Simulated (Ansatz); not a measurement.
C2H10AlAsO, SMILES `[CH3][Al-]([CH3])([OH])[AsH3+]`, 15 atoms. Total charge 0; spin multiplicity 1. Correlated methods include outer-core shells of As, which these sets cover unevenly. Scalar relativity is left out up to krypton. All runs use 4 threads of an Arm Neoverse V2 on a shared host. Correlated methods freeze the cores.

(1) How many basis functions does each run have, and how long does it take in Ansatz? RKS PBE0-D4/def2-QZVPP energy; RKS PBE0-D4/def2-SVP energy; direct RPA on PBE orbitals/def2-TZVPP energy; RKS revPBE-D4/def2-TZVPP energy; RHF-CCSD(T)/def2-SVP energy; RKS ωB97M-V/def2-SVP energy; RKS r2SCAN-D4/def2-TZVPP energy and forces; RHF-MP2/def2-TZVPP energy; RKS PBE0-D4/def2-TZVP relaxation (39 steps); RHF-MP2/def2-QZVPP energy; RKS B2PLYP (frozen core)/def2-TZVPP energy; RKS PBE0-D4/def2-TZVP frequencies. (An estimate is asked.)

Results:

(1) The calculation gave: Other jobs shared the machine, so times are rough.

| level | job | functions | wall time | peak host memory (GiB) |
| --- | --- | --- | --- | --- |
| RKS PBE0-D4/def2-SVP | energy | 142 | 2.4 s | 0.39 |
| RKS revPBE-D4/def2-TZVPP | energy | 323 | 4 s | 0.52 |
| RHF-MP2/def2-TZVPP | energy | 323 | 8.5 s | 1 |
| RKS ωB97M-V/def2-SVP | energy | 142 | 9 s | 0.57 |
| RKS r2SCAN-D4/def2-TZVPP | energy and forces | 323 | 10 s | 0.55 |
| RKS B2PLYP (frozen core)/def2-TZVPP | energy | 323 | 13 s | 1.1 |
| direct RPA on PBE orbitals/def2-TZVPP | energy | 323 | 13 s | 1 |
| RKS PBE0-D4/def2-QZVPP | energy | 630 | 24 s | 2.9 |
| RHF-CCSD(T)/def2-SVP | energy | 142 | 28 s | 1.1 |
| RHF-MP2/def2-QZVPP | energy | 630 | 62 s | 5.5 |
| RKS PBE0-D4/def2-TZVP | relaxation (39 steps) | 238 | 4.3 min | 0.82 |
| RKS PBE0-D4/def2-TZVP | frequencies | 238 | 7.5 min | 0.81 |
